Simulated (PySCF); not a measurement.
Ligands exchanged one at a time, Ga F-SH. Isolated molecules, 0 K electronic values unless said otherwise. One relaxed conformer stands for each flexible species; it need not be the lowest. Strings in code marks are SMILES.

These are CAM-B3LYP-D3(BJ)/def2-TZVP run with PySCF 2.14.0 values and carry that method's errors. Delta-SCF ions had no search for a lower state. Excitations are Tamm–Dancoff values on a coarser integration grid. The basis has no diffuse functions, so Rydberg states are missing or too high.

| species | vertical ionisation energy (Delta-SCF) (eV) | HOMO (eV) | LUMO (eV) | S1–T1 gap (TDA) (eV) | S1 oscillator strength |
|---|---|---|---|---|---|
| 0 of 3 F replaced by SH | [?] | -13.39 | -1.44 | 0.41 | 0.000 |
| 1 of 3 F replaced by SH (`[F][Ga]([SH])[F]` (F–Ga–S–H torsion 0°)) | 11.11 | -9.97 | -0.71 | 0.47 | [?] |
| 2 of 3 F replaced by SH | 10.19 | -9.25 | -0.22 | 0.37 | [?] |
| 3 of 3 F replaced by SH (`[SH][Ga]([SH])[SH]`) | 9.80 | [?] | – | 0.35 | 0.000 |

Problem. What belongs in the gaps?

Solution. 
- 0 of 3 F replaced by SH, vertical ionisation energy (Delta-SCF) (eV): 14.85
- 1 of 3 F replaced by SH (`[F][Ga]([SH])[F]` (F–Ga–S–H torsion 0°)), S1 oscillator strength: 0.024
- 2 of 3 F replaced by SH, S1 oscillator strength: 0.000
- 3 of 3 F replaced by SH (`[SH][Ga]([SH])[SH]`), HOMO (eV): -8.96
